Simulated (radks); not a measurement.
Numerical settings for the silver ion Ag3+, [Kr] 4d8. Method: Dirac Kohn-Sham, LDA (Slater exchange, Perdew-Wang correlation), spin-unpolarised, spherical densities, finite nucleus; open shells are shared between the two j in proportion to 2j + 1; Fermi nuclear charge, rms radius 4.5454 fm; computed with a radial shooting solver on a logarithmic mesh with Libxc functionals. The defaults (mesh step 0.008 in ln r, mesh end at 40 bohr or more with all orbitals vanishing there, Anderson mixing 0.5 over 9 steps, residual threshold near 1e-9 with the energy settled to 1e-9 hartree or 1e-11 of itself, here a cap of 89 iterations) give E = -5309.7692 hartree and 4d5/2 at -43.693 eV in 14 iterations. Times are rough (one thread of a shared host). Changes against that run (0 stands for a change within the tolerance of the run):

setting,iterations,converged,E (mhartree),e(4d5/2) (meV),CPU (s)
mesh step in ln r 0.12,4,no,diverged,-,0.01
mesh step in ln r 0.003,14,yes,0,0,0.24
mesh step in ln r 0.02,14,yes,0,0,0.04
mesh end (bohr) 20,14,yes,0,0,0.09
mesh end (bohr) 12,14,yes,0,0,0.09
residual threshold 0.1,9,yes,0,-1.51,0.07
residual threshold 1e-16,89,no,0,0,0.29
mixing 0.01,20,yes,0,0,0.13
"linear mixing, mixing 0.5",29,yes,0,0,0.16
"linear mixing, mixing 0.8",51,yes,0,0,0.28
mixing history 3,16,yes,0,0,0.1
iteration cap 3,3,no,+35.6,-1.1e+03,0.03

No run marked as converged misses the energy by more than 1 mhartree. A mesh that ends early acts as a hard wall.
